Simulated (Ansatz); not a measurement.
Input file for Ansatz (a first-principles code): U-CAM-B3LYP/def2-TZVPP on O (SMILES [O]).

Ansatz 0.2 input:
```yaml
crystal:
  periodic: [false, false, false]
  atoms:
    - {symbol: O, position_ang: [0.00000000, 0.00000000, 0.00000000]}
basis:
  gaussian:
    orbitals: def2-TZVPP
hamiltonian:
  xc: {name: CAM-B3LYP}
magnetization: {spin_polarized: true, initial_magnetization: 2}
```

Program output:

```
WARN ansatz: RAYON_NUM_THREADS=4 ignored (pool sized by the plan → 4); use --threads N
Functional definition: CAM-B3LYP
integrals: 0.00 GiB planned
151 factors; their error is unknown
integrals: 0.04 GiB planned
30 factors; integrals over basis functions are off by at most 8.8e-5 eV
mean field: 0.08 GiB planned
mean field evaluation 1: about -2042.7182 eV, gradient 7.0e0 eV
mean field evaluation 2: about -2042.8178 eV, gradient 2.8e0 eV
mean field evaluation 4: about -2042.8433 eV, gradient 6.0e-2 eV
mean field evaluation 8: about -2042.8473 eV, gradient 2.4e-3 eV
mean field -2042.84727969 eV, -75.0732528371 hartree, gradient 1.6e-5 eV, S^2 2.003419; 0 other end points of the search recorded, 0 dependent functions left out
reference -2042.84733343 eV, -75.0732548118 hartree; 5, 3 occupied and 26, 28 virtual orbitals, 151 factors
Total energy: -2042.84733343 eV, -75.0732548118 hartree
```

Self-consistency was reached.

Cost: about 0.26 core-seconds (a rough figure).
